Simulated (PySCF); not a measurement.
# C2H5AlCl2O: core ionisation energies

Compound: AlCl2(OEt), C2H5AlCl2O.
Bonds: Al1–Cl2, Al1–Cl3, Al1–O4, O4–C5, C5–C6. Hydrogens: H7, H8 on C5; H9, H10, H11 on C6.

The calculation used delta-SCF UKS SCAN, pcX-2 on the ionised atom, pcseg-1 elsewhere, spin-free X2C (PySCF 2.14.0). These are vertical core ionisation energies against the vacuum level, from separate self-consistent calculations with and without the core hole.

**Question.** List the computed XPS lines with their assignment.

**Answer.** 
| atom(s) | bonded to | level | binding energy (eV) | 2p1/2 (eV) | above the level's lowest (eV) | count |
| --- | --- | --- | --- | --- | --- | --- |
| Cl2/Cl3 | Al | Cl 2p3/2 | 206.17 | 207.83 | 0.00 | 2 |
| C6 | C and 3 H | C 1s | 291.01 | – | 0.00 | 1 |
| C5 | O, C and 2 H | C 1s | 292.60 | – | +1.59 | 1 |
| O4 | C and Al | O 1s | 538.02 | – | 0.00 | 1 |
| Al1 | O and 2 Cl | Al 1s | 1568.79 | – | 0.00 | 1 |
| Cl2/Cl3 | Al | Cl 1s | 2828.76 | – | 0.00 | 2 |

Lowest listed C 1s: C6, bonded to C and 3 H. Highest, 1.59 eV above it: C5, bonded to O, C and 2 H.

**Question.** Which photon energy gives electrons from Cl 2p3/2 of Cl2/Cl3 a kinetic energy of 50 eV, and what is their de Broglie wavelength?

**Answer.** hν = 206.17 + 50 = 256.17 eV, recoil neglected; λ = 12.264 Å/√(E/eV) = 1.73 Å.

**Question.** Express the binding energy of Cl 2p3/2 of Cl2/Cl3 in atomic units and per mole.

**Answer.** 206.17 eV = 7.5766 Eh = 19892 kJ/mol.

Topologically equivalent atoms share the value of their first member; where this conformer doesn't relate them by symmetry, their own values could differ. The 2p values aren't plain energy differences: one relaxed spin-free 2p hole is combined with a matrix within the shell (ground-state 2p orbital-energy differences and spin–orbit coupling). 2p3/2, the mean of its two sublevels, lies a third of the splitting below the shell's mean and 2p1/2 two thirds above it; the statistical areas are 2:1. 2p1/2 minus 2p3/2 (ligand field included): Cl 1.65 eV. One conformer (not necessarily the lowest) at the PBE0-D3(BJ)/def2-SVP geometry, without solvent, vibrations or thermal averaging.
